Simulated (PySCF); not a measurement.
Mayer bond orders and bond lengths

Species: CH8N2OSi2.
Numbering: `[NH2:1][C:2](=[O:3])[SiH2:4][NH:5][SiH3:6]` (hydrogens: H7, H8 on N1; H9, H10 on Si4; H11 on N5; H12, H13, H14 on Si6)

Cartesian coordinates in Å at the PBE0-D3(BJ)/def2-SVP level; atoms count from 1:
```
atom  x, y, z in Å
N1     3.013    0.141   -0.021
C2     1.701    0.113   -0.343
O3     1.302    0.207   -1.494
Si4    0.361   -0.083    1.042
N5    -1.071   -0.021    0.088
Si6   -2.764   -0.097    0.462
H7     3.698    0.256   -0.761
H8     3.333    0.080    0.935
H9     0.500    1.018    2.050
H10    0.556   -1.368    1.785
H11   -0.798    0.118   -0.890
H12   -3.068   -1.291    1.313
H13   -3.248    1.106    1.213
H14   -3.521   -0.195   -0.821
```

Bond orders from the PBE0/pcSseg-1 density (PySCF). Isolated species at its PBE0-D3(BJ)/def2-SVP geometry (one conformer only).

Q: How far do the computed orders between heavy atoms stray from the drawn ones?

A: The largest departure is 0.200, at N1–C2 (drawn single, 1.200). Drawn single, order above 1.12: N1–C2 (1.200). Drawn single, order below 0.88: C2–Si4 (0.817).

Q: Give the Mayer order of every bond between heavy atoms, beside its length.

A: 
```
  bond  drawn as  length (Å)  Mayer order
 N1–C2    single       1.352        1.200
 C2–O3    double       1.221        1.816
C2–Si4    single       1.937        0.817
Si4–N5    single       1.721        1.031
N5–Si6    single       1.736        0.949
```

Bonds between the same two heavy elements. N–Si: lowest N5–Si6 (0.949, 1.736 Å), highest Si4–N5 (1.031, 1.721 Å).

Q: And the bonds to hydrogen?

A: H–N: 0.88 to 0.93 (3 bonds); H–Si: 0.90 to 0.94 (5 bonds).

Q: Sum the orders of all bonds at each heavy atom with more than one neighbour and set the sums beside the valence in the SMILES.

A: N1 3.054 (drawn 3), C2 3.833 (drawn 4), Si4 3.650 (drawn 4), N5 2.862 (drawn 3), Si6 3.733 (drawn 4). Orders between atoms that aren't bonded are not in these sums.

The Mayer order sums products of elements of PS (density times overlap matrix) between the two atoms' basis functions, so it depends on the basis set.

These values come from a run that also computed NMR shieldings. Time: 25 s; peak memory 0.92 GiB. Hardware: an Arm Neoverse V2 with one thread, shared host with 32 logical CPUs at a one-minute load of 29.
